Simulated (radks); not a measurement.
Species: Te+. Configuration: [Kr] 4d10 5s1 5p4 (not the ground configuration).

Calculated with a radial shooting solver on a logarithmic mesh with Libxc functionals: scalar-relativistic Kohn-Sham, PBEsol, spin-polarised, spherical densities, finite nucleus; open shells are filled with parallel spins first (spin-orbit coupling, left out, can overturn this in heavy ions); Fermi nuclear charge, rms radius 4.7423 fm.

Energy parts (eV):
total: -184784.848
kinetic: 193581.604
electron-nucleus: -446566.229
Hartree: 72889.361
exchange-correlation: -4689.585

Orbitals (lengths in bohr, moments of r in powers of bohr):
| orbital | occ. | eigenvalue (eV) | <r^4> | <r> |
|---|---|---|---|---|
| 1s up | 1 | -31621.35 | 2.875e-06 | 0.02782 |
| 1s down | 1 | -31621.23 | 2.875e-06 | 0.02782 |
| 2s up | 1 | -4858.245 | 0.0004933 | 0.1199 |
| 2s down | 1 | -4858.187 | 0.0004933 | 0.1199 |
| 2p up | 3 | -4363.218 | 0.0003558 | 0.1048 |
| 2p down | 3 | -4363.134 | 0.0003558 | 0.1048 |
| 3s up | 1 | -974.8997 | 0.02147 | 0.3223 |
| 3s down | 1 | -974.7954 | 0.02146 | 0.3223 |
| 3p up | 3 | -813.9750 | 0.02259 | 0.3204 |
| 3p down | 3 | -813.8625 | 0.02258 | 0.3204 |
| 3d up | 5 | -570.4027 | 0.01998 | 0.2969 |
| 3d down | 5 | -570.2982 | 0.01997 | 0.2969 |
| 4s up | 1 | -174.5642 | 0.6467 | 0.7647 |
| 4s down | 1 | -174.3353 | 0.6438 | 0.7644 |
| 4p up | 3 | -124.6632 | 0.9096 | 0.8214 |
| 4p down | 3 | -124.4034 | 0.8995 | 0.8202 |
| 4d up | 5 | -52.0415 | 2.172 | 0.9728 |
| 4d down | 5 | -51.5567 | 2.068 | 0.9649 |
| 5s up | 1 | -25.1821 | 31.23 | 2.011 |
| 5s down | 0 | -22.8393 | 32.43 | 2.015 |
| 5p up | 3 | -15.1828 | 68.49 | 2.416 |
| 5p down | 1 | -12.9227 | 80.79 | 2.484 |

The highest occupied level is 5p down at -12.923 eV. The configuration is held as typed, so some empty levels lie below it. Summed over all electrons, <r^2> = 50.56 bohr^2, which gives a Langevin (diamagnetic) susceptibility term of -40 x 10^-6 cm^3/mol. The electron density at the nucleus is 2.346e+05 e/bohr^3 (large components only). The spin density at the nucleus is 65.34 e/bohr^3 (1s 0.00, 2s 0.17, 3s 0.01, 4s 0.07, 5s 65.10). The density falls to 0.001 e/bohr^3 at r = 4.28 bohr. Spin moment in Bohr magnetons: 3.
